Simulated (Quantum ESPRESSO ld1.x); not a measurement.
Values are calculated unless marked as measured or tabulated.
One sound ld1.x (Quantum ESPRESSO 7.5) input for the niobium ion Nb3+ gives E = -3813.8497 hartree in 27 iterations:

```
 &input
    zed=41.0,
    iswitch=1,
    rel=1,
    dft='PZ',
    config='[Kr] 4d2',
    prefix='ld1',
    max_out_wfc=37,
    file_charge='ld1.rho',
 /
```

Changed or added lines, one case at a time, and what came of them:

- config='[Kr] 4d2 5p2': ran as typed. The string holds 40 electrons for Z = 41, so the species has charge 1 and is not the one meant. The run is valid for that other species.
- config='[Kr] 4d2 5s3': refused. The program stops in el_config with "wrong occupancy:3": an s shell holds at most 2 electrons.
- rel=2 cau_fact=40.25: crashed. The program stops in dirsol with "no classical turning point found": with c below Z the Dirac equation of a point nucleus has no 1s solution.
- config='[Kr] 4d2 2d1': refused. The program stops in el_config with "main/angular quantum number mismatch": l must be smaller than n.
- dft='HF': refused. The program stops in ld1_setup with "HF not implemented yet": ld1.x has no Hartree-Fock; KLI and OEP are its exact-exchange options.
- rel=2 lsd=1: refused. The program stops in ld1_readin with "local spin density and spin-orbit not allowed": spin polarisation goes with rel = 0 or 1 alone.
- config='[Zn] 4d2': refused. The program stops in el_config with "wrong core: Zn": the cores known are He, Ne, Ar, Kr, Xe, Hg and Rn.
